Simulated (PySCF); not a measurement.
**Identify the compound**

The spectra below were simulated for a compound C3H6BF2N.

1H NMR (500 MHz, computed): δ 5.93 (tt, J = 62.4, 4.4 Hz, 1H), 2.84 (tqd, J = 13.1, 6.3, 4.4 Hz, 2H), 2.22 (br, 3H).

13C{1H} NMR (computed): δ 113.9 (CH, t, J = 312.3 Hz), 110.5 (C, t, J = 9.5 Hz), 25.8 (CH2, t, J = 30.5 Hz).

[PySCF 2.14.0 with density-fitted response routines: PBE0-D3(BJ)/def2-SVP geometry; shielding tensors at PBE0/pcSseg-1 (GIAO); J couplings at B3LYP/pcJ-1 (spin–dipole term only in couplings to heteroatoms); rapidly exchanging positions averaged; gas phase; one conformer; relativity neglected]

References, each an isolated molecule treated in the same way: TMS for 1H (σ = 31.27 ppm) and 13C (σ = 184.41 ppm).

**Question.** What is the structure?

**Answer.** 
3 carbon signals for 3 carbons: no two carbons are equivalent. Carbon types of the structure: 1 × C, 1 × CH, 1 × CH2, leaving 3 H on heteroatoms. δC 113.9: sp3 CH bonded to 2 F; 2 electronegative neighbours deshield it. δC 110.5: nitrilium-type carbon. δC 25.8: sp3 CH2 α to a nitrile; saturated and bonded to C and H only. δH 5.93: hydrogen on an sp3 CH bonded to 2 F; its carbon carries F, which withdraws density. δH 2.84: hydrogen on an sp3 CH2 α to a nitrile. δH 2.22: hydrogen on a boron bonded to N. The protons at 2.84 and 5.93 share a coupling of 4.4 Hz (vicinal).

These data were computed for SMILES [BH3-][N+]#CCC(F)F.

The shifts were computed for this structure.

Hydrogens on boron are broadened and split by 11B (spin 3/2, 80 %) and 10B (spin 3). Common functionals overestimate the size of one-bond C–F couplings by tens of Hz; these are unscaled. Multiplet labels drop couplings under 1 Hz and merge nearly equal ones. Unscaled 3J(H,H) at this level run about 10 % above measured values. Shifts are as computed. Against solution values, carbons near 30 ppm lie about +2 ppm off and those near 130 ppm about +5 ppm. Of 1313 compounds with measured shifts, 239 miss one by over three times the rms of a fit or turn the order of signals round; such compounds aren't used in these exercises. Across freely rotating sp3–sp3 bonds, 3J(H,H) is taken as (2 J gauche + J anti)/3 from the one conformer, which assumes equal rotamer populations. Only one conformer was computed, so three-bond couplings in flexible chains and rings are approximate.
